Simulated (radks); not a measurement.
Question: Fe13+, configuration [Ne] 3s2 3p1. Calculated with a radial shooting solver on a logarithmic mesh with Libxc functionals: Dirac Kohn-Sham, relativistic LDA (MacDonald-Vosko exchange, VWN5 correlation), spin-unpolarised, spherical densities, finite nucleus; open shells fill j = l - 1/2 first; Fermi nuclear charge, rms radius 3.7377 fm. Some entries of the table are withheld. Estimate them.

orbital,occ.,eigenvalue (hartree),<r> (bohr),<1/r> (bohr^-1)
1s1/2,2,-270.5668,0.05863,25.90
2s1/2,2,-44.05385,0.2649,5.618
2p1/2,2,-40.10271,0.2309,(1)
2p3/2,4,-39.63646,0.2338,(2)
3s1/2,2,-15.01729,0.6924,2.092
3p1/2,1,-13.78978,(3),2.030
3p3/2,0,-13.69675,(4),2.008

Answer: 
(1) 2p1/2 <1/r> (bohr^-1): 5.570
(2) 2p3/2 <1/r> (bohr^-1): 5.472
(3) 3p1/2 <r> (bohr): 0.6837
(4) 3p3/2 <r> (bohr): 0.6885
